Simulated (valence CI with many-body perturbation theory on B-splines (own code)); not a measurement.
## La⁵⁺: E2 decay

Method: relativistic CI+MBPT: six valence electrons over a frozen Dirac-Fock core [Kr] 4d10, radial functions for each j: 9 s, 9 p, 8 d, 6 f, 3 g, 1 h, with the one-electron correlation potential Σ1 (screened to all orders), the two-electron term Σ2, the three-electron term Σ3, Breit, model QED; selected single and double excitations, second order for the rest, scaled by the run's own slope (own B-spline code, finite nucleus).

With an open or low-lying f shell, different configurations can be misplaced against each other by up to about 5,000 cm⁻¹. No measured spectrum was set against this ion. As an estimate, levels hold to about 250 cm⁻¹ or 0.2 % of their energy and the worst to 1 %, as in measured heavy ions of charge 2 to 7; those with d or f electrons hold less well. Core correlation moves these levels by up to 18000 cm⁻¹, and in measured spectra 5 to 20 % of such shifts remained as error; rates that hang on mixing are uncertain with them. Not all symmetries were solved, so the list stops early. Among the levels kept, up to 1800 cm⁻¹ of a level comes from second order outside the variational space, and about a tenth of that is noise between levels of different J, which matters for small intervals.

Lines 51 to 96 of 96 in falling wavelength, among levels below 167830 cm⁻¹, chosen from the decays that carry over 1 % of a level's rate. Wavelengths and rates use the calculated energies, so an error of 300 cm⁻¹ moves a line at 927.3 Å by 0.28 % and its rate by three times that or more. Electric multipoles are in the length gauge, E1 and E2 with the static RPA response of the core. S is in atomic units (e²a₀⁴ for E2 and M2, e²a₀⁶ for E3), for M1 in squared Bohr magnetons. Weak lines are less certain than strong ones. Lines between different terms over intervals too small for the method are left out, as are lines whose strength nearly cancels. The highest levels of a list are the least certain.

Names give the largest LS component (configuration and term), which can be under half, so a name can repeat, a term be missing and a line seem to break the LS rules; names also repeat where a configuration has a term twice. Letters in brackets count levels of one name in rising energy.

```tsv
λ vac (Å)	Upper	Lower	Type	A (s⁻¹)	S (a.u.)
927.3	4f 5s2 5p3 3F_2 [a]	5s2 5p4 1D_2	E2	7.37e+01	2.26e-01
893.1	4f 5s2 5p3 5F_2	5s2 5p4 3P_0	E2	6.73e+01	1.71e-01
880.6	4f 5s2 5p3 3G_4	5s2 5p4 1D_2	E2	5.12e+01	2.18e-01
872.5	4f 5s2 5p3 3F_2 [b]	5s2 5p4 1D_2	E2	1.07e+02	2.41e-01
858.3	4f 5s2 5p3 3F_2 [a]	5s2 5p4 3P_1	E2	1.36e+02	2.83e-01
855.3	4f 5s2 5p3 3F_4 [b]	5s2 5p4 1D_2	E2	1.49e+01	5.47e-02
842.0	4f 5s2 5p3 1P_1	5s2 5p4 1D_2	E2	4.60e+02	5.22e-01
811.6	4f 5s2 5p3 5F_3	5s2 5p4 3P_2	E2	7.06e+01	1.55e-01
806.7	4f 5s2 5p3 5F_4	5s2 5p4 3P_2	E2	5.29e+01	1.45e-01
806.5	4f 5s2 5p3 3F_2 [a]	5s2 5p4 3P_0	E2	1.08e+03	1.65e+00
802.3	4f 5s2 5p3 3F_4 [c]	5s2 5p4 1D_2	E2	1.71e+02	4.58e-01
801.2	4f 5s2 5p3 5F_2	5s2 5p4 3P_2	E2	4.01e+02	5.91e-01
798.5	4f 5s2 5p3 5F_1	5s2 5p4 3P_2	E2	1.84e+02	1.60e-01
788.2	4f 5s2 5p3 3D_3	5s2 5p4 3P_1	E2	1.35e+03	2.57e+00
788.1	4f 5s2 5p3 3D_1	5s2 5p4 1D_2	E2	1.72e+02	1.40e-01
782.7	4f 5s2 5p3 3F_3 [b]	5s2 5p4 1D_2	E2	8.12e+01	1.49e-01
779.1	4f 5s2 5p3 3F_3 [a]	5s2 5p4 3P_2	E2	1.03e+03	1.86e+00
770.9	4f 5s2 5p3 3P_1	5s2 5p4 1D_2	E2	1.44e+03	1.05e+00
768.9	4f 5s2 5p3 1D_2	5s2 5p4 1D_2	E2	2.81e+03	3.37e+00
765.2	4f 5s2 5p3 3P_0	5s2 5p4 1D_2	E2	1.00e+03	2.35e-01
765.2	4f 5s2 5p3 1F_3	5s2 5p4 1D_2	E2	1.70e+03	2.79e+00
764.7	4f 5s2 5p3 3F_2 [b]	5s2 5p4 3P_0	E2	1.29e+03	1.51e+00
743.3	4f 5s2 5p3 1G_4	5s2 5p4 1D_2	E2	3.81e+03	6.94e+00
737.7	4f 5s2 5p3 3D_1	5s2 5p4 3P_1	E2	2.26e+03	1.32e+00
732.9	4f 5s2 5p3 3F_3 [b]	5s2 5p4 3P_1	E2	2.79e+03	3.69e+00
732.4	4f 5s2 5p3 3F_4 [a]	5s2 5p4 3P_2	E2	2.44e+03	4.13e+00
732.1	4f 5s2 5p3 3P_2	5s2 5p4 3P_1	E2	3.61e+03	3.39e+00
730.8	4f 5s2 5p3 3F_2 [a]	5s2 5p4 3P_2	E2	1.80e+02	1.68e-01
722.6	4f 5s2 5p3 3P_1	5s2 5p4 3P_1	E2	1.23e+03	6.49e-01
720.8	4f 5s2 5p3 1D_2	5s2 5p4 3P_1	E2	1.86e+02	1.61e-01
717.6	4f 5s2 5p3 1F_3	5s2 5p4 3P_1	E2	2.79e+02	3.32e-01
707.8	4f 5s2 5p3 3G_3	5s2 5p4 3P_2	E2	1.08e+03	1.20e+00
701.5	4f 5s2 5p3 3G_4	5s2 5p4 3P_2	E2	1.28e+03	1.74e+00
696.3	4f 5s2 5p3 3F_2 [b]	5s2 5p4 3P_2	E2	1.55e+03	1.13e+00
694.1	4f 5s2 5p3 3P_2	5s2 5p4 3P_0	E2	6.74e+02	4.85e-01
685.4	4f 5s2 5p3 3F_4 [b]	5s2 5p4 3P_2	E2	3.97e+01	4.82e-02
679.4	4f 5s2 5p3 3D_3	5s2 5p4 3P_2	E2	2.47e+03	2.24e+00
676.8	4f 5s2 5p3 1P_1	5s2 5p4 3P_2	E2	2.04e+03	7.76e-01
653.7	4f 5s2 5p3 3F_2 [c]	5s2 5p4 3P_2	E2	6.30e+03	3.36e+00
650.9	4f 5s2 5p3 3F_4 [c]	5s2 5p4 3P_2	E2	5.72e+03	5.37e+00
641.5	4f 5s2 5p3 3D_1	5s2 5p4 3P_2	E2	2.40e+03	7.00e-01
637.9	4f 5s2 5p3 3F_3 [b]	5s2 5p4 3P_2	E2	3.12e+03	2.06e+00
630.1	4f 5s2 5p3 3P_1	5s2 5p4 3P_2	E2	4.84e+03	1.29e+00
626.3	4f 5s2 5p3 3P_0	5s2 5p4 3P_2	E2	1.07e+04	9.18e-01
626.3	4f 5s2 5p3 1F_3	5s2 5p4 3P_2	E2	4.93e+02	2.97e-01
611.5	4f 5s2 5p3 1G_4	5s2 5p4 3P_2	E2	4.43e+02	3.04e-01
```
